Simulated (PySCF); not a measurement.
Compound: C6H5F3N (doublet state).
Geometry (GFN2-xTB, Å), atoms numbered from 1 in this order:
```xyz
15
C6H5F3N angstrom
C      0.8140    1.8809    0.0922
C      0.5422    0.9881   -0.8048
C     -0.1647   -0.3046   -0.9174
N      0.5211   -1.4389   -0.3497
C      1.7540   -1.4455   -0.1455
C     -1.5277   -0.1777   -0.2771
F     -2.5542    0.0331   -1.1195
C     -1.7666   -0.1972    1.0300
F     -2.9519   -0.0428    1.6033
F     -0.8240   -0.3726    1.9473
H      1.4122    2.7486   -0.1434
H      0.4737    1.8434    1.1289
H     -0.3465   -0.5504   -1.9749
H      2.1873   -2.3465    0.2618
H      2.4264   -0.6100   -0.3532
```

The hyperfine couplings belong to this conformer and change with its torsions.

Identity: `C=[C][C@@H](N=C)C(F)=C(F)F` [radical].

Computed, not measured: PySCF 2.14.0, UKS B3LYP, pcH-1 on C F H N, non-relativistic, mean-field spin-orbit, GIAO. The structure is a single GFN2-xTB conformer in the gas phase; no vibrational or solvent corrections. GFN2-xTB frequencies show an imaginary mode (36i cm⁻¹), so this geometry is no minimum at that level. The geometry wasn't refined by DFT: couplings that depend on bond lengths, twists or pyramidal angles can differ widely from those at the functional's own minimum. No stability test was run, so a lower SCF solution isn't excluded.

Question: Where do the isotropic ENDOR lines of F9, F10, H12, H11, H13, H14 and H15 fall at 1217.0 mT, to first order?

Answer: For S = 1/2 in fast tumbling each set of equivalent nuclei gives two lines, ν± = |νn ± a/2| to first order, with νn = g_N μN B/h and μN/h = 7.62259 MHz/T.

```json
{"nuclei": "F9", "isotope": "19F", "g_N": "5.2577", "νn (MHz)": "48.77", "a_iso (MHz)": "9.44", "lower line (MHz)": "44.06", "upper line (MHz)": "53.49"}
{"nuclei": "F10", "isotope": "19F", "g_N": "5.2577", "νn (MHz)": "48.77", "a_iso (MHz)": "7.00", "lower line (MHz)": "45.27", "upper line (MHz)": "52.27"}
{"nuclei": "H12", "isotope": "1H", "g_N": "5.5857", "νn (MHz)": "51.82", "a_iso (MHz)": "176.47", "lower line (MHz)": "36.42", "upper line (MHz)": "140.05"}
{"nuclei": "H11", "isotope": "1H", "g_N": "5.5857", "νn (MHz)": "51.82", "a_iso (MHz)": "117.60", "lower line (MHz)": "6.98", "upper line (MHz)": "110.62"}
{"nuclei": "H13", "isotope": "1H", "g_N": "5.5857", "νn (MHz)": "51.82", "a_iso (MHz)": "62.40", "lower line (MHz)": "20.62", "upper line (MHz)": "83.02"}
{"nuclei": "H14", "isotope": "1H", "g_N": "5.5857", "νn (MHz)": "51.82", "a_iso (MHz)": "7.02", "lower line (MHz)": "48.31", "upper line (MHz)": "55.32"}
{"nuclei": "H15", "isotope": "1H", "g_N": "5.5857", "νn (MHz)": "51.82", "a_iso (MHz)": "6.87", "lower line (MHz)": "48.38", "upper line (MHz)": "55.25"}
```

Question: Which pairs are centred on the nuclear Larmor frequency, and which on half the coupling?

Answer: Centred on νn, since |a| < 2νn: F9, F10, H13, H14 and H15. Centred on |a|/2 and split by 2νn: H12 and H11.

Question: At what field would the lower line of F9 fall to zero frequency?

Answer: Where νn = |a|/2, that is B = 4.72 MHz/(5.2577 × 7.62259 MHz/T) = 118 mT, as far as first order holds there.

The largest Mulliken spin populations are on C2 (+0.97), C1 (-0.17) and H12 (+0.09). No atom but C2 exceeds +0.15.
